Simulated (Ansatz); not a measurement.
Coupled-cluster diagnostics for Al6Ga, Ansatz.

Geometry of the doublet (PBE0-D4/def2-SVP):

```xyz
7

Ga    1.3594    1.3552   -0.7465
Al    1.3435   -1.5000   -0.7075
Al    1.5224   -0.1759    1.5233
Al   -2.5473    0.2720   -0.1487
Al   -0.4681    1.4138    1.0151
Al   -0.4924   -0.0331   -1.7684
Al   -0.7175   -1.3320    0.8327
```

Correlated methods freeze 39 core orbitals; core or outer-core shells of Ga are correlated, in sets that lack core-valence functions. In CCSD on the charge 0 doublet the largest single amplitude is 0.24, so its Hartree–Fock determinant may place the open shell otherwise than the density functionals do. The structure comes from a short search, and lower isomers may exist.

(1) Estimate the CCSD(T) correlation energy, the shares of MP2 and (T), T1 and the reference's ⟨S²⟩ for: charge 0, doublet, own geometry in def2-SVP; and the rough time on 4 threads of Arm Neoverse V1 on a shared host.

## Answers

(1) 
| state | basis | correlation (eV) | MP2 share (%) | (T) share (%) | T1 | ⟨S²⟩ (pure) | wall time | remarks |
| --- | --- | --- | --- | --- | --- | --- | --- | --- |
| charge 0, doublet, own geometry | def2-SVP | -18.426 | 89.4 | 9.2 | 0.077 | 2.12 (0.75) | 47 s | large T1 (0.077), spin-contaminated (⟨S²⟩ 2.12) |
Customary marks for T1 are 0.02 (closed shells), 0.045 (open shells) and about 0.05 (3d metals). T1 exceeds 0.02 in 1 of 1 rows and 0.045 in 1; the higher it lies, the less the single-reference result can be trusted.
